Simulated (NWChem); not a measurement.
# C2H5BO2; SMILES OB(C=C)O

```xyz
10

B     -0.0117    -0.5095     0.0007
C     -0.6661     0.9141     0.0023
C      0.0608     2.0383    -0.0017
H     -1.7607     1.0144     0.0065
H     -0.3932     3.0353    -0.0010
H      1.1553     1.9950    -0.0059
O      1.3439    -0.6153     0.0006
H      1.6231    -1.5373    -0.0010
O     -0.7441    -1.6650    -0.0010
H     -1.6922    -1.5095    -0.0013
```
Atoms are numbered in this order, from 1.

Structure relaxed at the PBE0/def2-SVP level.

### Question
Give the principal values of the shielding tensors (ppm) of B1, C2, C3, O7, O9 from B3LYP/6-31G* (spherical d), GIAO (NWChem), with their diamagnetic and paramagnetic parts as GIAO splits them.

### Answer
```tsv
atom	σ11	σ22	σ33	isotropic	diamagnetic	paramagnetic
B1	78.6	83.3	104.7	88.9	200.2	-111.3
C2	-37.1	66.5	172.0	67.1	253.7	-186.5
C3	-59.1	61.0	169.6	57.2	258.4	-201.3
O7	150.5	273.3	294.5	239.4	389.6	-150.1
O9	133.7	266.4	270.3	223.5	390.9	-167.4
```
